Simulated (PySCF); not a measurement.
hexafluorocyclobutene (C4F6), SMILES FC1=C(F)C(F)(F)C1(F)F.

Geometry: B3LYP-D3(BJ)/def2-SVP.

All values below come from r2SCAN/def2-SVP (PySCF).

| Quantity | Value |
|---|---|
| total energy | -750.49240 hartree |
| point group | C2v |
| highest occupied level | -7.82 eV |
| lowest empty level | -1.74 eV |
| orbital gap | 6.08 eV |
| dipole moment | 0.277 e·Å |
| quadrupole, principal values (traceless, Buckingham form, about the centre of nuclear charge) | -0.50, 0.24, 0.26 D·Å |
| mean static polarisability | 39.3 bohr³ (5.82 Å³) |
| polarisability, principal values | 31.2, 40.4, 46.3 bohr³ |
